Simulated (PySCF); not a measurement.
PAs3SSeSe nortricyclane, As₃PSSe₂.
Structure used (PBE0-D3(BJ)/def2-SVP), in Å, numbered top down from 1:
```
atom  x, y, z in Å
P1     0.9197    0.2816    1.5169
S2     0.2727   -1.6907    1.1745
As3   -0.7981   -1.6604   -0.7963
As4   -1.7258    0.6307   -0.8278
Se5   -0.9868    1.4474    1.2548
As6    0.3957    0.1395   -1.9956
Se7    2.0144    0.7499   -0.3950
```

Method: PySCF, TDDFT wB97X-D/def2-SVPD, vertical, gas phase, core orbitals frozen in the response. The wB97X-D/def2-SVPD calculation is non-relativistic and has no spin–orbit coupling, an omission that weighs most on arsenic and selenium.

Kohn–Sham orbitals with the atoms that hold most of them (Löwdin shares over 4%, at most four atoms; ? is withheld):

| orbital | ε (eV) | atoms |
| --- | --- | --- |
| HOMO-3 | -9.39 | P1 39%, As4 16%, As6 16%, As3 14% |
| HOMO-2 | -9.01 | S2 37%, Se5 19%, Se7 19%, As4 10% |
| HOMO-1 | -8.68 | ? |
| HOMO | -8.63 | ? |
| LUMO | -0.87 | Se7 18%, Se5 18%, As6 16%, As4 16% |
| LUMO+1 | 0.15 | As6 34%, As4 34%, Se7 12%, Se5 12% |
| LUMO+2 | 0.19 | As3 38%, As4 18%, As6 14%, S2 8% |

(1) Give the leading atoms of the HOMO.

(2) Give the leading atoms of the HOMO-1.

(3) The HOMO–LUMO gap is 7.76 eV. Where does the response calculation put the lowest singlet, and from which orbitals?

(4) Give energy, strength and leading configuration of S1, S2 and S3, and follow the Löwdin shares of the leading atoms from the occupied to the empty orbital.

Results:

(1) As6 (bonded to 2 As and Se) 19%; As4 (bonded to 2 As and Se) 19%; Se7 (bonded to As and P) 18%; Se5 (bonded to As and P) 17%. By element: arsenic 38% or more, selenium 36%.

(2) Se5 (bonded to As and P) 23%; Se7 (bonded to As and P) 22%; As3 (bonded to 2 As and S) 19%; As4 (bonded to 2 As and Se) 14%. By element: selenium 45%, arsenic 33% or more.

(3) S1 is at 3.49 eV (f = 0.0007), 4.26 eV below the gap, made of HOMO→LUMO (97%). Without the coupling terms of the response equations the lowest excitation would equal the gap.

(4) 
- S1 (3.49 eV, f 0.0007), HOMO→LUMO (97%): As6 19% → 16%, As4 19% → 16%, Se7 18% → 18%, Se5 17% → 18%
- S2 (3.54 eV, f 0.0001), HOMO-1→LUMO (96%): Se5 23% → 18%, Se7 22% → 18%
- S3 (3.85 eV, f 0.0000), HOMO-2→LUMO (92%): S2 37% → at most 16%, Se5 19% → 18%, Se7 19% → 18%

One conformer stands for the species.
